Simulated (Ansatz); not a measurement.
`[SbH2][I]` + `CC(=N)O` → `C/C(O)=[N]\[SbH2]` + HI at 600 K and 1 bar (ligand exchange at the Sb–I bond).

Calculated with Ansatz (gas phase, PBE0-D4/def2-TZVP geometries, no zero-point term in ΔE). CCSD(T)/CBS is the MP2 limit (def2-TZVPP, def2-QZVPP) plus CCSD(T) − MP2 in def2-TZVPP, frozen cores. Elements past krypton have def2 core potentials. For I, Sb outer-core shells are correlated without core-valence functions, which leaves a few kJ/mol of doubt a bond. One conformer a species, not always the lowest.

```tsv
species	CCSD(T)/CBS energy (Eh)	H − E (kJ/mol)	S (J/(mol·K))
`[SbH2][I]`	-538.67582	67.0	339.6
`CC(=N)O`	-208.98810	239.4	350.3
`C/C(O)=[N]\[SbH2]`	-449.58570	266.1	461.5
HI	-298.03592	31.6	227.0
```

H − E and S are ideal-gas, rigid-rotor, harmonic terms from PBE0-D4/def2-TZVP, for one conformer and one mirror image of each species. 1 Eh = 2625.50 kJ/mol, R = 8.31446 J/(mol·K).

Question: By hand: ΔE, ΔH, ΔS and ΔG.

Answer: ΔE = (-449.58570) + (-298.03592) − (-538.67582) − (-208.98810) = 0.04230 Eh = 111.1 kJ/mol. Δ(H − E) = 266.1 + 31.6 − 67.0 − 239.4 = -8.7, so ΔH = 102.4 kJ/mol. ΔS = 461.5 + 227.0 − 339.6 − 350.3 = -1.4 J/(mol·K). ΔG = 102.4 − 600 × (-1.4)/1000 = 103.2 kJ/mol.

Question: By hand: the equilibrium constant, and the temperature at which ΔG would vanish if ΔH and ΔS stayed fixed.

Answer: log₁₀ K = −ΔG/(RT ln 10) = -9.0. ΔH and −TΔS have one sign here, so there is no such temperature.

The number of gas molecules stays the same, so ΔS is small and ΔH decides. A doubt of 5 kJ/mol in ΔE shifts log₁₀ K by 0.4 here. Other conformers and mirror images would add mixing entropy, several J/(mol·K) or more a flexible species. Modes under 60 cm⁻¹, often nearly free rotors, make the harmonic entropy too high. These are equilibria of isolated gas molecules and say nothing of rates. Largest T1 diagnostic: 0.015 (customary marks: 0.02 for closed shells, 0.045 for open ones).

ΔS is within the doubt of such terms, so its sign, and with it that verdict, could turn.
